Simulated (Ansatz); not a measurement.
CH$_{7}$AlO$_{2}$Si, SMILES `C[O][Al]([OH])[SiH3]`. Total charge 0; spin multiplicity 1.

Z-matrix (Å, degrees):
```
C
O 1 1.396
H 1 1.095 2 110.2
H 1 1.098 2 112.6 3 120.6
H 1 1.095 2 110.2 3 -118.9
Al 2 1.686 1 136.1 3 -120.8
Si 6 2.438 2 122.9 1 0.0
O 6 1.691 2 118.8 1 180.0
H 7 1.491 6 111.3 2 -0.5
H 7 1.490 6 111.3 2 119.5
H 7 1.490 6 111.3 2 -120.4
H 8 0.956 6 123.5 2 -0.0
```

(1) List the harmonic frequencies (cm⁻¹, unscaled) at PBE0-D4/def2-TZVP in Ansatz. (An estimate is asked.)

(2) Is this a minimum?

(3) Give the ideal-gas thermochemistry at 298.15 K and 1 bar (rigid rotor, harmonic oscillator; point group Cs, symmetry number 1).

Results:

(1) Ansatz gave: 34, 79, 92, 107, 149, 197, 224, 361, 375, 457, 467, 608, 722, 857, 892, 938, 940, 1179, 1191, 1232, 1486, 1494, 1502, 2202, 2210, 2213, 3002, 3066, 3081, 3951.

(2) Yes, all 30 modes are real.

(3) Zero-point energy 211.2 kJ/mol; H(298) − E = 238.4 kJ/mol; entropy 402.9 J/(mol·K), of which translation 167.0, rotation 117.3, vibration 118.5; G(298) − E = 118.3 kJ/mol. Modes under 100 cm⁻¹ are hindered rotations or soft bends, so the harmonic entropy is rough.
